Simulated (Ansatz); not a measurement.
`[F][Ge]([F])([SiH3])[Cl]` → `[F][Ge][F]` + `[SiH3]Cl` at 500 K and 1 bar (germylene formation by 1,1-elimination).

Computed with Ansatz on PBE0-D4/def2-TZVP structures; ΔE is electronic, products minus reactants. CCSD(T)/CBS adds triple-zeta CCSD(T) − MP2 to the extrapolated MP2 energy (def2 sets, frozen cores). This one scheme is used for every species. For Ge outer-core shells are correlated without core-valence functions, which leaves a few kJ/mol of doubt a bond. Scalar relativity is left out up to krypton.

| species | CCSD(T)/CBS energy (Eh) | H − E (kJ/mol) | S (J/(mol·K)) |
| --- | --- | --- | --- |
| `[F][Ge]([F])([SiH3])[Cl]` | -3026.48035 | 131.7 | 447.5 |
| `[F][Ge][F]` | -2275.77030 | 31.8 | 297.3 |
| `[SiH3]Cl` | -750.69636 | 92.3 | 281.7 |

H − E and S are ideal-gas, rigid-rotor, harmonic terms from PBE0-D4/def2-TZVP. 1 Eh = 2625.50 kJ/mol, R = 8.31446 J/(mol·K).

Question: By hand: ΔE, ΔH, ΔS and ΔG.

Answer: ΔE = (-2275.77030) + (-750.69636) − (-3026.48035) = 0.01369 Eh = 35.9 kJ/mol. Δ(H − E) = 31.8 + 92.3 − 131.7 = -7.6, so ΔH = 28.3 kJ/mol. ΔS = 297.3 + 281.7 − 447.5 = 131.5 J/(mol·K). ΔG = 28.3 − 500 × (131.5)/1000 = -37.5 kJ/mol.

Question: By hand: the equilibrium constant, and the temperature at which ΔG would vanish if ΔH and ΔS stayed fixed.

Answer: log₁₀ K = −ΔG/(RT ln 10) = 3.9. ΔG = 0 at ΔH/ΔS = 215 K.

The number of gas molecules changes by +1, which sets the sign of ΔS. A doubt of 5 kJ/mol in ΔE shifts log₁₀ K by 0.5 here. These are equilibria of isolated gas molecules and say nothing of rates. Largest T1 diagnostic: 0.015 (customary marks: 0.02 for closed shells, 0.045 for open ones).
